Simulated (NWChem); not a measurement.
Species: SiAsH5O2; SMILES O[SiH](O)[AsH2]

```xyz
9

Si    -0.0040    -1.0258    -0.3755
O      1.4345    -1.5357     0.3306
O     -1.3640    -1.7655     0.2794
As    -0.0195     1.3070     0.0836
H     -0.0751    -1.4162    -1.8232
H      1.6666    -2.4649     0.1515
H     -1.5312    -1.5485     1.2140
H      1.1424     1.5389    -0.8998
H     -1.0659     1.5300    -1.0255
```
Atoms are numbered in this order, from 1.

Computed with NWChem. Pople sets run with spherical d functions. Coordinates come from a PBE-D3(BJ)/def2-SVP optimisation. Level M06-L/6-31G*: energy and gradient on several grids; changes count from the extra-fine grid, which is no exact limit either.

```json
[
 {"grid": "xcoarse", "size of the energy change (μHa)": "8000", "largest change of a gradient component (μHa/bohr)": "7000", "time, medium = 1 (rough)": "about 1"},
 {"grid": "coarse", "size of the energy change (μHa)": "3000", "largest change of a gradient component (μHa/bohr)": "2000", "time, medium = 1 (rough)": "about 1"},
 {"grid": "medium", "size of the energy change (μHa)": "30", "largest change of a gradient component (μHa/bohr)": "500", "time, medium = 1 (rough)": "about 1"},
 {"grid": "fine", "size of the energy change (μHa)": "< 10", "largest change of a gradient component (μHa/bohr)": "100", "time, medium = 1 (rough)": "about 1"},
 {"grid": "xfine", "size of the energy change (μHa)": "< 10", "largest change of a gradient component (μHa/bohr)": "< 30", "time, medium = 1 (rough)": "2"}
]
```
